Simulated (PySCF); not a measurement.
Dipole response of Sb (antimony, neutral)

[Kr] 4d10 5s2 5p3, high-spin 4S determinant. Computed with PySCF 2.14 in dyall-av2z (22s16p12d, 130 functions), with the non-relativistic Hamiltonian (point nucleus). Coupled (time-dependent) response in atomic units; α is the mean over directions. A double-zeta set is small for polarisabilities.

| method | mean α (bohr³) | C₆ (like pair) | S(−4) |
| --- | --- | --- | --- |
| TPSSh | 46.46 | 517.6 | 527.9 |
| B3LYP | 45.94 | 501.4 | 541.4 |

S(−4) is the Cauchy moment in α(ω) = α(0) + S(−4) ω² + …

Reference α: 43 ± 2 bohr³ (recommended; Schwerdtfeger and Nagle, table of static dipole polarizabilities (2023 update)). Published C₆: 492.0 (Chu and Dalgarno (2004); Tang, Norbeck and Certain (1976)).

α(iu) at B3LYP:

| u (hartree) | α(iu) (bohr³) |
| --- | --- |
| 0 | 45.94 |
| 0.0500 | 44.64 |
| 0.100 | 41.24 |
| 0.200 | 32.15 |
| 0.300 | 23.98 |
| 0.500 | 13.67 |
| 0.750 | 7.678 |
| 1.00 | 4.856 |
| 1.50 | 2.439 |
| 2.00 | 1.470 |
| 3.00 | 0.7126 |
| 5.00 | 0.2860 |

A non-relativistic calculation at this Z misses sizeable relativistic shifts.
